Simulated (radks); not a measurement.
The numbers below are computed, except where a source is named.
Problem. Species: Cu2+. Configuration: [Ar] 3d9. Level of theory: Dirac Kohn-Sham, PBEsol, spin-unpolarised, spherical densities, finite nucleus; open shells are shared between the two j in proportion to 2j + 1; Fermi nuclear charge, rms radius 3.8823 fm (a radial shooting solver on a logarithmic mesh with Libxc functionals). Some entries of the table are withheld. Estimate them.

orbital  occ.  eigenvalue (hartree)  <1/r> (bohr^-1)
1s1/2       2             -325.8286            29.14
2s1/2       2             -39.93714            6.354
2p1/2       2             -35.11306            6.311
2p3/2       4             -34.36096            6.170
3s1/2       2                   (1)            2.006
3p1/2       2                   (2)              (3)
3p3/2       4                   (4)              (5)
3d3/2     3.6              -1.09453              (6)
3d5/2     5.4              -1.08349              (7)
4s1/2       0                   (8)           0.5731
4p1/2       0                   (9)           0.4683
4p3/2       0                  (10)           0.4630

Solution. 
(1) 3s1/2 eigenvalue (hartree): -5.14152
(2) 3p1/2 eigenvalue (hartree): -3.64420
(3) 3p1/2 <1/r> (bohr^-1): 1.875
(4) 3p3/2 eigenvalue (hartree): -3.54852
(5) 3p3/2 <1/r> (bohr^-1): 1.841
(6) 3d3/2 <1/r> (bohr^-1): 1.465
(7) 3d5/2 <1/r> (bohr^-1): 1.455
(8) 4s1/2 eigenvalue (hartree): -0.81379
(9) 4p1/2 eigenvalue (hartree): -0.56000
(10) 4p3/2 eigenvalue (hartree): -0.55371
